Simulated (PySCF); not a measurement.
Worked example: chemical shift, span and skew from a shielding tensor

C₂H₃ClF₂Si, SMILES F[SiH](F)/C=C\Cl. Atoms are numbered in the order given.

```xyz
9

F      2.0586    -1.5975    -0.3622
Si     1.0660    -0.3184    -0.1629
F      1.1541     0.5588    -1.5337
C     -0.6435    -1.0092     0.0795
C     -1.7048    -0.2976     0.5024
Cl    -1.6353     1.4077     0.8431
H      1.5796     0.5167     0.9583
H     -0.8170    -2.0837    -0.1076
H     -2.7105    -0.7166     0.6699
```
Charge 0, spin multiplicity 1.

Coordinates come from a PBE-D3(BJ)/def2-SVP optimisation. The structure was generated by enumeration; whether it is a known compound was not checked. One conformer was computed; it need not be the lowest.

GIAO shieldings from B3LYP/pcSseg-1 (PySCF), non-relativistic, no solvent. The symmetric part of the tensor of C4 has the principal values -65.2, 60.1, 144.7 ppm. The same nucleus in TMS has σ = 181.3 ppm at this level (PySCF, at its B3LYP-D3(BJ)/def2-TZVP geometry). Without spin–orbit terms, shifts of atoms bonded to Cl or Br come out too high.

Q: Work out the isotropic shielding, the ¹³C shift against TMS, the span and the skew.

A: 
σ(iso) = (σ11 + σ22 + σ33)/3 = 46.5 ppm. δ = σ(ref) − σ(iso) = 181.3 − (46.5) = 134.8 ppm.
Span Ω = σ33 − σ11 = 209.9 ppm. Skew κ = 3(σ(iso) − σ22)/Ω = -0.19. Tumbling in solution averages the tensor to δ; in a static solid the shielding alone would spread this spin-1/2 line over Ω.
